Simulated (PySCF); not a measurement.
C3H4BF3, SMILES C(/C)(F)=C/B(F)F. Atoms are numbered in the order given.

```xyz
11

C     -1.2727    -1.5638     0.0000
C      0.1766    -1.2220     0.0000
F      0.9461    -2.3298     0.0000
C      0.7852    -0.0101     0.0000
B      0.0844     1.3581     0.0000
F      0.8008     2.4864     0.0000
F     -1.2493     1.5150     0.0000
H     -1.5101    -2.1828    -0.8904
H     -1.5101    -2.1828     0.8904
H     -1.9024    -0.6591     0.0000
H      1.8873    -0.0349     0.0000
```
Charge 0, spin multiplicity 1.

Geometry: PBE-D3(BJ)/def2-SVP. The structure was generated by enumeration; whether it is a known compound was not checked. One conformer was computed; it need not be the lowest.

The numbers are results of HF/def2-TZVP (PySCF), not measurements.

```
Quantity                                                                                                        Value
---------------------------------------------------------------------------------------------  ----------------------
total energy                                                                                       -439.24504 hartree
point group                                                                                                        Cs
highest occupied level                                                                                      -10.63 eV
lowest empty level                                                                                            2.37 eV
orbital gap                                                                                                  13.01 eV
dipole moment                                                                                                  1.93 D
quadrupole, principal values (traceless, Buckingham form, about the centre of nuclear charge)   -9.22, 4.57, 4.66 D·Å
mean static polarisability                                                                       48.1 bohr³ (7.13 Å³)
polarisability, principal values                                                               34.7, 43.9, 65.6 bohr³
```
